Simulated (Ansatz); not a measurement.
Stepwise reaction of `[Br][In]([Br])[Br]` with ammonia, as a gas-phase model of exchange steps in deposition or etching. ΔE in kJ/mol; ΔG adds harmonic PBE0-D4 terms to CCSD(T)/CBS, at 1 bar.

Program: Ansatz. Geometries: PBE0-D4/def2-TZVP. ΔE: electronic, gas phase. CCSD(T)/CBS adds triple-zeta CCSD(T) − MP2 to the extrapolated MP2 energy (def2 sets, frozen cores). This one scheme is used for every species. DFT in def2-TZVPP. B3LYP here is the variant with VWN-RPA as its local correlation; programs differ in this. Elements past krypton have def2 core potentials. For Br, In outer-core shells are correlated without core-valence functions, which leaves a few kJ/mol of doubt a bond. Scalar relativity is left out up to krypton. Each species was taken in one conformer, which may not be the lowest.

```
step                                                    reaction  PBE-D4  B3LYP-D4  ωB97M-V  CCSD(T)/CBS  ΔG(500 K)
   1    `[Br][In]([Br])[Br]` + NH₃ → `[NH2][In]([Br])[Br]` + HBr   113.6     118.2    116.0        115.1       98.2
   2  `[NH2][In]([Br])[Br]` + NH₃ → `[NH2][In]([NH2])[Br]` + HBr   123.8     128.1    127.0        125.0      115.2
```

(1) Give the row of step 3, `[NH2][In]([NH2])[Br]` + NH₃ → `[NH2][In]([NH2])[NH2]` + HBr. (An estimate is asked.)

(2) By hand: ΔE of the 3 steps together at CCSD(T)/CBS.

Answers

(1) The calculation gave: 
```json
{"step": "3", "reaction": "`[NH2][In]([NH2])[Br]` + NH₃ → `[NH2][In]([NH2])[NH2]` + HBr", "PBE-D4": "139.4", "B3LYP-D4": "142.6", "ωB97M-V": "141.1", "CCSD(T)/CBS": "138.5", "ΔG(500 K)": "126.8"}
```

(2) (115.1) + (125.0) + (138.5) = 378.6 kJ/mol, or 126.2 kJ/mol a step.

In ΔE each step is higher than the one before. All are uphill at CCSD(T)/CBS. ΔG lies between 98.2 and 126.8 kJ/mol a step. PBE-D4 differs from CCSD(T)/CBS by -1.5 to 0.9 kJ/mol a step. Isolated molecules leave out the surface, adducts and barriers. Largest T1 diagnostic: 0.014.
